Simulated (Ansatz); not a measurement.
Harmonic frequencies (cm⁻¹) at PBE0-D4/def2-TZVP from Ansatz: 212, 246, 275, 335, 393, 637, 901, 909, 943, 1006, 1115, 1184, 1238, 1245, 1388, 1410, 1472, 1478, 1489, 1495, 2991, 3043, 3048, 3113, 3119, 3144, 3146.

(1) Which molecule is it?
A. `CC(C)[S]`•
B. `C[B][SeH]`•
C. `[NH2][Al][O][SiH3]`•
D. `C[O][In][O]C`•

## Answers

(1) A.
